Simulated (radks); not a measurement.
The numbers below are computed, except where a source is named.
Ionisation of the silver ion Ag+, [Kr] 4d10, to Ag2+, [Kr] 4d9, under several functionals. Scalar-relativistic Kohn-Sham, spin-polarised, spherical densities, point nucleus; open shells are filled with parallel spins first (spin-orbit coupling, left out, can overturn this in heavy ions); a radial shooting solver on a logarithmic mesh with Libxc functionals.

| functional | E(Ag+) (hartree) | Exc (hartree) | IE (eV) | -e(HOMO) (eV) | <r> HOMO (bohr) | IE error (eV) |
|---|---|---|---|---|---|---|
| LDA (Slater exchange, Perdew-Zunger correlation) | -5310.83495 | -143.94125 | 22.222 | 15.919 | 1.389 | +0.738 |
| BLYP | -5316.32860 | -149.47828 | 21.861 | 15.584 | 1.392 | +0.376 |
| exchange-only B88 | -5313.98344 | -147.10336 | 20.803 | 14.603 | 1.397 | -0.682 |
| revPBE | -5315.97949 | -149.15497 | 21.839 | 15.545 | 1.386 | +0.354 |
| exchange-only LDA | -5306.41550 | -139.45055 | 20.689 | 14.502 | 1.399 | -0.795 |

NIST Atomic Spectra Database: 21.484 eV (measured). Closest: revPBE. The Delta-SCF values span 1.53 eV, the total energies 9.91 hartree. The highest occupied level is 4d. Open shells are spherical and high-spin; term and fine-structure splittings are not resolved.
